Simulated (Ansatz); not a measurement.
Basis-set extrapolation for C$_{4}$H$_{5}$F$_{3}$S (`C=CCSC(F)(F)F`) (PBE0-D4/def2-TZVP geometry, frozen core, Ansatz 0.2.0). Multiplicity 1, RHF reference.

```
                      def2-TZVPP   def2-QZVPP
                 HF  -850.410979  -850.441747
    MP2 correlation    -1.566168    -1.696943
CCSD(T) correlation    -1.669958      not run
```

Energies in hartree. Use E(X) = E(∞) + A·exp(−7.88·√X) for Hartree–Fock and E(X) = E(∞) + B·X^(−2.97) for correlation, with X = 3 and 4, and add CCSD(T) minus MP2 of the smaller set to the MP2 limit.

What is the CCSD(T) energy at the basis-set limit?

HF limit: -850.441747 + (-0.030768) × 0.13774 = -850.44598. MP2 limit: -1.696943 + (-0.130775) × 0.74074 = -1.79381. Higher-order term: -1.669958 − (-1.566168) = -0.10379. Total: -852.34358 hartree, 7.15 eV below CCSD(T)/def2-TZVPP.
